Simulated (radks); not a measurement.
Radial electron density D(r) = 4 pi r^2 rho(r) of an atom or ion with 3 electrons. Method: Dirac Kohn-Sham, PBE, spin-unpolarised, spherical densities, point nucleus; computed with a radial shooting solver on a logarithmic mesh with Libxc functionals.

r (bohr)  D(r) (e/bohr)
0.008781         0.1784
0.009666         0.2135
0.01064          0.2551
0.01181          0.3089
0.013            0.3679
0.01431          0.4376
0.01587          0.5269
0.01747          0.6241
0.01923          0.7376
0.02117          0.8695
0.02349           1.036
0.02586           1.214
0.02846           1.418
0.03158           1.671
0.03477           1.936
0.03827           2.233
0.04246           2.592
0.04674           2.958
0.05145           3.355
0.05709           3.818
0.06284           4.270
0.06917           4.736
0.07676           5.248
0.08449           5.712
0.093             6.151
0.1032            6.578
0.1136            6.905
0.125             7.147
0.1387            7.291
0.1527            7.295
0.1681            7.163
0.1851            6.891
0.2053            6.442
0.226             5.899
0.2488            5.260
0.2761            4.498
0.3039            3.773
0.3345            3.072
0.3712            2.388
0.4086            1.861
0.4497            1.456
0.499             1.162
0.5493            1.016
0.6046           0.9663
0.6709           0.9868
0.7385            1.035
0.8129            1.077
0.902             1.082
0.9929            1.033
1.093            0.9330
1.213            0.7791
1.335            0.6157
1.469            0.4535
1.617            0.3097
1.795            0.1868
1.976            0.1066
2.175           0.05512
2.413           0.02385
2.656          0.009717
2.924          0.003475
3.244         0.0009712
3.571         0.0002546

What is the nuclear charge?

Answer. Z = 7. The innermost maximum, from 1s, lies near gamma/Z bohr with gamma = sqrt(1 - (Z/c)^2) = 0.999, here 0.143 bohr (found: 0.146), and its height grows with Z. The density is that of the nitrogen ion N4+ in [He] 2s1; the configuration itself is not fixed sharply by these data. D(r) has 2 maxima, at r = 0.146, 0.867 bohr, and minima at 0.614 bohr, inside which lie 2.09 electrons.
